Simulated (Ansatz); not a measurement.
Reactions of `O[Si](O)(Cl)[SiH](Cl)Cl`.

Program: Ansatz. Geometries: PBE0-D4/def2-TZVP. ΔE: electronic, gas phase. CCSD(T)/CBS is the MP2 limit (def2-TZVPP, def2-QZVPP) plus CCSD(T) − MP2 in def2-TZVPP, frozen cores. This one scheme is used for every species. DFT in def2-TZVPP. Elements past krypton have def2 core potentials. For Ga, Se, Sn outer-core shells are correlated without core-valence functions, which leaves a few kJ/mol of doubt a bond. Scalar relativity is left out up to krypton. Each species was taken in one conformer, which may not be the lowest.

| reaction | r2SCAN-D4 (kJ/mol) |
| --- | --- |
| `O[Si](O)(Cl)[SiH](Cl)Cl` + F₂ → `O[Si](O)(F)Cl` + `F[SiH](Cl)Cl` | -831 |
| `O[Si](O)(Cl)[SiH](Cl)Cl` + H₂ → `O[SiH](Cl)[SiH](Cl)Cl` + H₂O | 101 |
| `O[Si](O)(Cl)[SiH](Cl)Cl` + `C=[CH][GaH][Cl]` → `O[SiH](O)[SiH](Cl)Cl` + `C=[CH][Ga]([Cl])[Cl]` | -7 |
| `O[Si](O)(Cl)[SiH](Cl)Cl` + H–F → `O[Si](O)(Cl)[SiH](F)Cl` + HCl | -37 |
| `O[Si](O)(Cl)[SiH](Cl)Cl` + `O[SiH](F)[SiH2]Cl` → `O[SiH](F)[SiH](Cl)Cl` + `O[Si](O)(Cl)[SiH2]Cl` | -1 |
| `O[Si](O)(Cl)[SiH](Cl)Cl` + H₂ → `O[SiH](O)[SiH](Cl)Cl` + HCl | 101 |
| `O[Si](O)(Cl)[SiH](Cl)Cl` + `O[Si](O)(Cl)C[SiH2]Cl` → `O[Si](O)(Cl)C[Si](O)(O)Cl` + `Cl[SiH2][SiH](Cl)Cl` | -23 |
| `O[Si](O)(Cl)[SiH](Cl)Cl` + `[SeH][SnH3]` → `O[SiH](Cl)[SiH](Cl)Cl` + `[OH][SnH2][SeH]` | 91 |
| `O[Si](O)(Cl)[SiH](Cl)Cl` → `O[SiH](Cl)[Si](O)(Cl)Cl` | 5 |
| `O[Si](O)(Cl)[SiH](Cl)Cl` + `O[SiH](O)N[SiH2]Cl` → `O[SiH](O)N[SiH](Cl)Cl` + `O[Si](O)(Cl)[SiH2]Cl` | -5 |

Task: Give the CCSD(T)/CBS values in the same order. (An estimate is asked.)

Result: Ansatz gave: -853, 93, -10, -33, -1, 94, -21, 87, 6, -5 kJ/mol.

Largest T1 diagnostic: 0.012, for `C=[CH][GaH][Cl]`.
